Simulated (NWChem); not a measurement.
Molecule: C$_{3}$H$_{5}$, doublet; SMILES [CH]=CC

Program: NWChem. Spin-unrestricted. The geometry was optimised at PBE0/def2-SVP, spin-unrestricted. No stability test was run on the SCF state. Level: PBE/def2-SVP with SMD (1 M gas to 1 M solution), gas-phase geometry. Reactions with the solvent are ignored.

**Question.** Predict the results for solvent water. Quantities: solvation free energy (kcal/mol); cavity-dispersion-structure term (kcal/mol); dipole in solution (D).

**Answer.** 
- solvation free energy (kcal/mol): 1.4
- cavity-dispersion-structure term (kcal/mol): 3.7
- dipole in solution (D): 1.16
